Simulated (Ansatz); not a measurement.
Z-matrix (Å, degrees):
```
Si
C 1 1.880
C 1 1.868 2 111.1
H 1 1.488 2 109.4 3 121.7
H 1 1.490 2 107.6 3 -121.0
C 2 1.301 1 122.0 3 -63.1
H 2 1.098 1 118.4 3 116.2
H 3 1.092 1 110.1 2 59.2
H 3 1.092 1 110.8 2 -60.4
H 3 1.093 1 110.9 2 179.2
H 6 1.082 2 140.0 1 179.5
```

Charge 0, multiplicity 2.

**Question.** List the B3LYP/def2-TZVPP orbital energies in eV (Ansatz 0.2.0). (Estimate.)

**Answer.** Ansatz gave: α occupied: -1798.75, -277.63, -276.81, -276.37, -143.28, -98.61, -98.59, -98.58, -21.05, -19.10, -15.77, -13.63, -12.91, -11.29, -11.22, -9.75, -9.23, -8.99, -7.84, -6.22. α empty: -0.76, 1.00, 1.15, 1.73, 2.00, 2.41, 2.56, 2.61. β occupied: -1798.74, -277.23, -276.83, -276.37, -143.27, -98.59, -98.58, -98.57, -20.60, -19.07, -15.27, -13.43, -12.52, -11.26, -11.21, -9.37, -9.21, -8.96, -7.65. β empty: -2.28, -0.48, 1.02, 1.23, 1.87, 2.01, 2.46, 2.62. ⟨S²⟩ = 0.759.

B3LYP here is the variant with VWN-RPA as its local correlation; programs differ in this.
